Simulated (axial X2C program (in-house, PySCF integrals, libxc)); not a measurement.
**Spin–orbit effects down a group: molecules with Na, HF**

Computed with an in-house all-electron X2C program for linear molecules (integrals from PySCF), spin-free (one-electron X2C) or two-component (2c: spin–orbit coupling with atomic mean-field Coulomb and Gaunt terms, which also bring small scalar terms), in Dyall basis sets with cores contracted in-house; open shells are unrestricted.

Basis sets: Na dyall-cv3z, O dyall-av3z, S dyall-av3z, Se dyall-cv3z, Te dyall-cv3z.

```json
{"molecule": "NaO", "spin-free state": "M_S = 1/2, Λ = 1", "Re (Å)": "2.047", "ωe (cm⁻¹)": "508.8", "De (eV)": "0.80", "2c state": "Ω = 3/2", "Re 2c (Å)": "2.047", "ωe 2c (cm⁻¹)": "508.7", "De 2c (eV)": "0.80"}
{"molecule": "NaS", "spin-free state": "M_S = 1/2, Λ = 1", "Re (Å)": "2.516", "ωe (cm⁻¹)": "330.6", "De (eV)": "1.36", "2c state": "Ω = 3/2", "Re 2c (Å)": "2.517", "ωe 2c (cm⁻¹)": "330.5", "De 2c (eV)": "1.38"}
{"molecule": "NaSe", "spin-free state": "M_S = 1/2, Λ = 1", "Re (Å)": "2.635", "ωe (cm⁻¹)": "269.5", "De (eV)": "1.26", "2c state": "Ω = 3/2", "Re 2c (Å)": "2.636", "ωe 2c (cm⁻¹)": "269.0", "De 2c (eV)": "n/a"}
{"molecule": "NaTe", "spin-free state": "M_S = 1/2, Λ = 1", "Re (Å)": "2.842", "ωe (cm⁻¹)": "235.1", "De (eV)": "1.15", "2c state": "Ω = 3/2", "Re 2c (Å)": "2.845", "ωe 2c (cm⁻¹)": "233.7", "De 2c (eV)": "n/a"}
```

Problem. Work out the shifts from the spin-free to the two-component result.

Solution. 

```
molecule  2c state  ΔRe (Å)  Δωe (cm⁻¹)  ΔDe (eV)
     NaO   Ω = 3/2    0.000        -0.1      0.00
     NaS   Ω = 3/2    0.001        -0.1      0.02
    NaSe   Ω = 3/2    0.001        -0.5       n/a
    NaTe   Ω = 3/2    0.003        -1.4       n/a
```

Shifts of one unit in the last digit are rounding.

Each entry is the lowest single determinant of a limited PBE0 search at one distance. De goes to single-determinant-based atoms at the same level (for ions the charge split of lowest energy) and is withheld (n/a) where an atom does not fit its ground term or J level. Main or longest-lived isotopes. One determinant is a doubtful description, or other states lie close, for NaO; these need not be ground states, and all values refer to the states named. Some light 2c atoms are not at their ground J level, so De misses part of their lowering (0.04 eV or less).
